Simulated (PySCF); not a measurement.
## BBr₃: fields on a plane

These are results of B3LYP in PySCF with B def2-TZVP, Br def2-TZVP; no relativity; density-fitted integrals, not measurements.

The singlet minimum has B–Br 1.909 Å (×3); Br–B–Br 120.0° (×3).

The plane holds B1 at (0.00, 0.00), Br2 at (1.91, 0.00), Br3 at (-0.95, 1.65), Br4 at (-0.95, -1.65) Å. Columns run from x = -2.85 to 4.35 Å, rows from y = 4.05 (top) to -3.75 Å, in steps of 0.3 Å. Other isomers or separated fragments may lie lower.

Problem. Give the electron localisation function (set to 0 where the density is under 0.005 e/Å³). Every second row and column.

Solution. 
```
0.00 0.00 0.00 0.00 0.00 0.00 0.00 0.00 0.00 0.00 0.00 0.00 0.00
0.00 0.00 0.12 0.32 0.46 0.35 0.00 0.00 0.00 0.00 0.00 0.00 0.00
0.00 0.27 0.55 0.75 0.84 0.77 0.29 0.00 0.00 0.00 0.00 0.00 0.00
0.31 0.70 0.74 0.18 0.66 0.85 0.24 0.01 0.08 0.00 0.00 0.00 0.00
0.55 0.86 0.38 0.70 0.24 0.72 0.07 0.15 0.69 0.68 0.33 0.00 0.00
0.48 0.82 0.81 0.16 0.57 0.61 0.16 0.69 0.88 0.87 0.61 0.11 0.00
0.05 0.24 0.44 0.61 0.79 0.11 0.76 0.34 0.39 0.59 0.66 0.16 0.00
0.00 0.03 0.08 0.32 0.12 0.93 0.88 0.15 0.26 0.24 0.65 0.16 0.00
0.26 0.66 0.76 0.68 0.88 0.61 0.46 0.71 0.56 0.85 0.65 0.14 0.00
0.57 0.86 0.59 0.76 0.15 0.61 0.07 0.47 0.84 0.81 0.51 0.00 0.00
0.46 0.81 0.53 0.77 0.18 0.81 0.14 0.03 0.36 0.44 0.00 0.00 0.00
0.16 0.51 0.71 0.74 0.87 0.84 0.31 0.00 0.00 0.00 0.00 0.00 0.00
0.00 0.10 0.32 0.58 0.70 0.61 0.19 0.00 0.00 0.00 0.00 0.00 0.00
0.00 0.00 0.00 0.11 0.18 0.00 0.00 0.00 0.00 0.00 0.00 0.00 0.00
```

Problem. Give the electron density (e/Å³) (cut at 5 e/Å³). Lower edges of the bins (e/Å³): '0' 0.000, '1' 0.030, '2' 0.076, '3' 0.151, '4' 0.268, '5' 0.455, '6' 0.750, '7' 1.218, '8' 1.960, '9' 3.136; top 5.00.

Solution. 
```
0000000000000000000000000
0000000000000000000000000
0000000000000000000000000
0000112211000000000000000
0001233332110000000000000
0012456654210000000000000
0124578875321000000000000
0135799986421000000000000
0135799996431111111000000
0135799986432223332100000
0124678876433345544210000
0123456666544456765421000
0012344566655679986531000
0001224569966689997531000
0001224569966689997531000
0012344566655679986531000
0123456666544456765421000
0124678876433345544210000
0135799986432223332100000
0135799996431111111000000
0135799986421000000000000
0124578875321000000000000
0012456654210000000000000
0001233332110000000000000
0000112211000000000000000
0000000000000000000000000
0000000000000000000000000
```
